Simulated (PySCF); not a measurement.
## `C=C[C@@H](C=O)C(=O)OC`, C6H8O3

Molfile (atoms numbered from 1):
```
C6H8O3
     RDKit          3D

 17 16  0  0  0  0  0  0  0  0999 V2000
   -2.4422   -0.6146    1.1351 C   0  0  0  0  0  0  0  0  0  0  0  0
   -1.6400    0.3259    0.6763 C   0  0  0  0  0  0  0  0  0  0  0  0
   -0.6393    0.1026   -0.4248 C   0  0  1  0  0  0  0  0  0  0  0  0
   -1.1146    0.8733   -1.6405 C   0  0  0  0  0  0  0  0  0  0  0  0
   -1.4047    0.3762   -2.6870 O   0  0  0  0  0  0  0  0  0  0  0  0
    0.7058    0.6859   -0.0135 C   0  0  0  0  0  0  0  0  0  0  0  0
    0.8726    1.8214    0.3399 O   0  0  0  0  0  0  0  0  0  0  0  0
    1.6657   -0.2277   -0.1210 O   0  0  0  0  0  0  0  0  0  0  0  0
    2.9868    0.1832    0.2175 C   0  0  0  0  0  0  0  0  0  0  0  0
   -3.1466   -0.4166    1.9240 H   0  0  0  0  0  0  0  0  0  0  0  0
   -2.4307   -1.6174    0.7418 H   0  0  0  0  0  0  0  0  0  0  0  0
   -1.6564    1.3319    1.0717 H   0  0  0  0  0  0  0  0  0  0  0  0
   -0.5321   -0.9562   -0.6690 H   0  0  0  0  0  0  0  0  0  0  0  0
   -1.1782    1.9609   -1.4602 H   0  0  0  0  0  0  0  0  0  0  0  0
    3.1290    0.1189    1.2978 H   0  0  0  0  0  0  0  0  0  0  0  0
    3.1545    1.2120   -0.1055 H   0  0  0  0  0  0  0  0  0  0  0  0
    3.6632   -0.4981   -0.2926 H   0  0  0  0  0  0  0  0  0  0  0  0
  1  2  2  0
  2  3  1  0
  3  4  1  0
  4  5  2  0
  3  6  1  0
  6  7  2  0
  6  8  1  0
  8  9  1  0
  1 10  1  0
  1 11  1  0
  2 12  1  0
  3 13  1  6
  4 14  1  0
  9 15  1  0
  9 16  1  0
  9 17  1  0
M  END
```

Computed, not measured: GIAO wB97X-D/def2-SVP magnetisability, rotational g tensor and spin-rotation constants, non-relativistic, gas phase in PySCF. Geometry: GFN2-xTB.

**Question.** What are the magnetisability and the molar susceptibility?

**Answer.** Isotropic -1024 × 10⁻³⁰ J/T², or -61.7 × 10⁻⁶ cm³/mol; principal values -1183, -1128, -763 × 10⁻³⁰ J/T², anisotropy 396 × 10⁻³⁰ J/T² (root of half the summed squared differences of the principal values). The susceptibility is in cgs units.

**Question.** Split it along the inertial axes a, b, c into diamagnetic and paramagnetic parts about the centre of mass, with the quadrupole moment.

**Answer.** 
```csv
axis,χ (10⁻⁶ cm³/mol),diamagnetic (10⁻⁶ cm³/mol),paramagnetic (10⁻⁶ cm³/mol),summed x² of all electrons (Å²),quadrupole Θ (D Å)
a,-70.7,-640.9,570.1,229.0,+8.53
b,-66.5,-1170.7,1104.2,104.1,-5.04
c,-47.9,-1412.9,1365.1,47.0,-3.48
```
Anisotropies 2χaa − χbb − χcc = -27.1 and 2χbb − χaa − χcc = -14.4 × 10⁻⁶ cm³/mol. Θ is traceless in Buckingham's convention.

**Question.** And the rotational g tensor?

**Answer.** 
```
axis  rotational constant (GHz)        g  nuclear part  electronic part
   a                     2.1947  -0.0273        0.5605          -0.5878
   b                     1.1240  -0.0120        0.5711          -0.5831
   c                     0.9071  -0.0180        0.5637          -0.5817
```
Asymmetric top; isotopes 12C, 1H, 16O; no vibrational averaging.
